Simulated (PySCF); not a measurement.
Delta-SCF ions had no search for a lower state. Excitations are Tamm–Dancoff values on a coarser integration grid. The basis has no diffuse functions, so Rydberg states are missing or too high.

Z-matrix (Å, degrees):
```
C
C 1 1.3668
O 2 1.3465 1 110.39
C 3 1.3472 2 107.82 1 0.00
C 4 1.3673 3 110.52 2 0.00
H 4 1.0863 3 116.91 2 180.00
H 2 1.0865 3 116.91 4 -180.00
S 1 1.7545 2 130.62 7 0.00
H 8 1.3484 1 96.36 2 0.00
S 5 1.7561 4 126.27 6 0.00
H 10 1.3496 5 95.75 4 180.00
```
Charge 0, multiplicity 1.

Task: Give the vertical ionisation energy (Delta-SCF), dipole moment, T1 excitation (TDA), S1 excitation (TDA), total energy, LUMO, HOMO and brightest of the four lowest singlets (TDA) at the level PySCF with ωB97X-D3(BJ)/def2-TZVP // PBE0-D3(BJ)/def2-SVP.

Result: 
The vertical ionisation energy (Delta-SCF) is 8.37 eV. The dipole moment comes out as 1.51 D and the T1 excitation (TDA) is 3.88 eV. The S1 excitation (TDA) is 5.14 eV. The total energy is -1026.6197 Ha and the LUMO is 1.77 eV. The HOMO comes out as -8.55 eV and the brightest of the four lowest singlets (TDA) is 6.35 eV.
